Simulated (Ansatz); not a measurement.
System (SMILES): Br (HBr).
Geometry (B3LYP-D3(BJ)/def2-TZVP, fixed):
```xyz
2

Br     0.0000     0.0000    -0.0396
H      0.0000     0.0000     1.3852
```

Basis-set convergence of the dipole moment at MP2 with Ansatz (an electronic-structure program). Dipoles come from the density behind the forces; the sign is taken along the dipole that this method gives in the largest set. The reference of a correlated method is not its basis-set limit, which lies further on. Cartesian d functions, on some or all atoms, in 6-31G; all else is spherical. Cores are frozen (with 3d on Ga to Br). No added dispersion term, no relativity. Reference: the value in aug-cc-pV5Z, 0.873 D, itself unsure by roughly 0.008 D (its mean distance from aug-pcseg-3, aug-cc-pVQZ, def2-QZVPPD). Deviations are taken from unrounded values.

```tsv
basis	functions	dipole moment (D)	minus reference (D)
STO-3G	19	1.193	0.320
6-31G	31	1.348	0.475
cc-pVDZ	32	1.094	0.221
pcseg-1	32	1.155	0.282
def2-SV(P)	34	1.186	0.313
6-311G**	50	1.106	0.233
cc-pVTZ	57	0.952	0.079
def2-TZVPP	62	0.930	0.057
cc-pVQZ	98	0.904	0.031
pcseg-3	101	0.881	0.008
def2-QZVP	105	0.928	0.055
aug-pcseg-3	142	0.863	-0.010
aug-cc-pV5Z	220	0.873	0.000
```

The smallest set listed that lies within 0.1 D of the reference with all its larger relatives (same family, alike in diffuse functions; a set with none counts only in the reference's own line) is cc-pVTZ (57 functions, 0.079 D off). Inside, with no larger relative to test it: aug-pcseg-3. (Relatives not listed, tested too: def2-QZVPP 0.054, cc-pV5Z 0.020, pcseg-4 -0.004 D.)
